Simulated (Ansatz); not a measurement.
BeF2 was relaxed with PBE0-D4 (def2-TZVP) in Ansatz in these states: neutral quintet, neutral singlet, neutral triplet. The geometries follow in no particular order.

A:

```csv
atom,x (Å),y (Å),z (Å)
Be1,-0.214,-0.665,0.358
F2,-0.779,0.703,-0.022
F3,0.994,-0.038,-0.336
```

B:

Cartesian coordinates in Å:
```
Be 0.075 0.141 -0.640
F -1.770 -1.753 -0.254
F 1.694 1.612 0.894
```

C:

Cartesian coordinates in Å:
```
Be -0.0030 -0.0007 0.0006
F 0.3121 -1.3398 0.0778
F -0.3092 1.3404 -0.0784
```

**Question.** Judge from the bond lengths which geometry belongs to which state (an estimate).

**Answer.** A is the neutral triplet (Be1–F2 1.529 Å, Be1–F3 1.529 Å); B is the neutral quintet (Be1–F2 2.672 Å, Be1–F3 2.672 Å); C is the neutral singlet (Be1–F2 1.378 Å, Be1–F3 1.378 Å).

At PBE0-D4/def2-TZVP a singlet lies 6.48 eV below the neutral triplet. At PBE0-D4/def2-TZVP a singlet lies 15.12 eV below the neutral quintet. In the triplet, F2 and F3 lie 1.95 Å apart (atoms count from 1), so these atoms are partly bonded to each other. These are the stationary points nearest to one start from a short search; other shapes may lie lower in each state. The neutral quintet has come apart into loosely held pieces.
